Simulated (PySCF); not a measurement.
Molecule: `C=CO[SiH2]C#N`, C₃H₅NOSi.

Numbering as in the mapped SMILES `[CH2:1]=[CH:2][O:3][SiH2:4][C:5]#[N:6]`. Hydrogens are named by the atom that carries them. Ha(C1) is cis to O3; Hb(C1) is trans to O3.

Geometry PBE0-D3(BJ)/def2-SVP throughout; GIAO in PySCF 2.14, gas phase, one conformer, non-relativistic; equivalent atoms averaged; functional PBE0.

For orientation, STO-3G gives these absolute shieldings σ: C2 113.8, C5 135.6, C1 145.7, O3 354.2, Si4 569.5, N6 28.9, Ha(C1) 28.10, Hb(C1) 28.10, H(Si4) 29.12 ppm.

A run gave: C2 56.2, C5 82.8, C1 99.4, O3 244.4, Si4 452.1, N6 -64.3, Ha(C1) 27.27, Hb(C1) 27.53, H(Si4) 26.82 ppm (absolute shieldings σ).

Which basis set was used in that run?
A. 6-31G
B. 6-31G*
C. cc-pVTZ
D. cc-pVDZ
E. pcSseg-0

Results:

B. Si4 tells them apart best: 6-31G* gives 452.1, 6-31G gives 470.4, cc-pVDZ gives 469.2, cc-pVTZ gives 406.1, pcSseg-0 gives 424.6 ppm.
